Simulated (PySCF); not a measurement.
Compound: C6H10BF.
SMILES with atom numbers: `[CH3:1][CH:2]=[C:3]=[C:4]([F:5])[B:6]([CH3:7])[CH3:8]` (hydrogens: H9, H10, H11 on C1; H12 on C2; H13, H14, H15 on C7; H16, H17, H18 on C8)

Computed by this run: PySCF, PBE0-D3(BJ)/def2-SVP geometry optimisation, gas phase; density fitting, grid level 2; the optimiser is geomeTRIC in internal coordinates, started from a GFN2-xTB structure.

The end geometry, which sets the zero of energy:
```
atom  x, y, z in Å
C1      2.2836    2.4704    1.6809
C2      1.8974    1.1390    1.1110
C3      0.7495    0.5364    1.2865
C4     -0.4372   -0.0373    1.3965
F5     -0.6579   -0.8953    2.4213
B6     -1.6116    0.2165    0.4006
C7     -1.4517    1.2488   -0.7699
C8     -2.9382   -0.5949    0.6075
H9      1.4655    2.9123    2.2649
H10     2.5578    3.1692    0.8742
H11     3.1656    2.3698    2.3338
H12     2.6495    0.6247    0.4947
H13    -0.4258    1.5984   -0.9533
H14    -1.8819    0.8611   -1.7080
H15    -2.0665    2.1317   -0.5103
H16    -3.8113   -0.1678    0.0931
H17    -3.1717   -0.7755    1.6675
H18    -2.7613   -1.5974    0.1707
```

**Question.** These geometries come from the run, each turned onto the end geometry. Order them by energy, lowest first.
A.
```
atom  x, y, z in Å
C1      2.2142    2.4830    1.7027
C2      1.8973    1.1520    1.0973
C3      0.7806    0.4894    1.2586
C4     -0.3936   -0.1111    1.3476
F5     -0.6126   -1.0200    2.3179
B6     -1.5828    0.1966    0.3779
C7     -1.4125    1.2138   -0.8025
C8     -2.9370   -0.5433    0.6541
H9      1.3539    2.8923    2.2501
H10     2.5057    3.2013    0.9182
H11     3.0657    2.4036    2.3995
H12     2.6768    0.6868    0.4722
H13    -0.3733    1.4403   -1.0827
H14    -1.9706    0.8981   -1.6991
H15    -1.8769    2.1693   -0.4871
H16    -3.8125   -0.0935    0.1627
H17    -3.1405   -0.6794    1.7276
H18    -2.8281   -1.5691    0.2468
```
B.
```
atom  x, y, z in Å
C1      2.2340    2.4763    1.7042
C2      1.9061    1.1463    1.0966
C3      0.7750    0.5318    1.2406
C4     -0.3998   -0.0442    1.3386
F5     -0.5835   -0.9239    2.3846
B6     -1.5968    0.1952    0.3817
C7     -1.4454    1.2284   -0.7975
C8     -2.9356   -0.5915    0.6321
H9      1.3717    2.8895    2.2202
H10     2.5540    3.1705    0.9281
H11     3.0530    2.3646    2.4143
H12     2.6919    0.6927    0.5032
H13    -0.4153    1.4083   -1.0951
H14    -2.0129    0.9415   -1.6800
H15    -1.8513    2.1891   -0.4781
H16    -3.8052   -0.1368    0.1638
H17    -3.1474   -0.7328    1.6902
H18    -2.8389   -1.5952    0.2142
```
C.
```
atom  x, y, z in Å
C1      2.2372    2.4805    1.6966
C2      1.8996    1.1475    1.0996
C3      0.7713    0.5059    1.2642
C4     -0.4066   -0.0888    1.3582
F5     -0.6208   -0.9730    2.3634
B6     -1.5911    0.1999    0.3843
C7     -1.4275    1.2231   -0.7941
C8     -2.9396   -0.5604    0.6369
H9      1.3894    2.8993    2.2547
H10     2.5277    3.1935    0.9087
H11     3.0956    2.3893    2.3815
H12     2.6711    0.6690    0.4791
H13    -0.3895    1.4842   -1.0442
H14    -1.9542    0.8862   -1.7014
H15    -1.9389    2.1552   -0.4867
H16    -3.8094   -0.1137    0.1340
H17    -3.1526   -0.7095    1.7062
H18    -2.8081   -1.5782    0.2207
```

**Answer.** C (0.003 eV), A (0.008 eV), B (0.071 eV).

In the order of the answer:

```csv
step,E above end (eV),largest force (eV/Å),rms force component (eV/Å),rms distance from end (Å),rms bond change (Å),bond most changed (Å)
4,0.003,0.06,0.012,0.077,0.000,C4–F5 +0.001
1,0.008,0.36,0.071,0.112,0.002,C4–F5 -0.007
0,0.071,1.26,0.333,0.108,0.013,C4–F5 +0.024
```

What follows is the cost of the whole optimisation. The run took 98 s wall on an Intel Xeon Platinum 8488C with one thread, no GPU, on a shared host, and the process peaked at 0.77 GiB of memory.
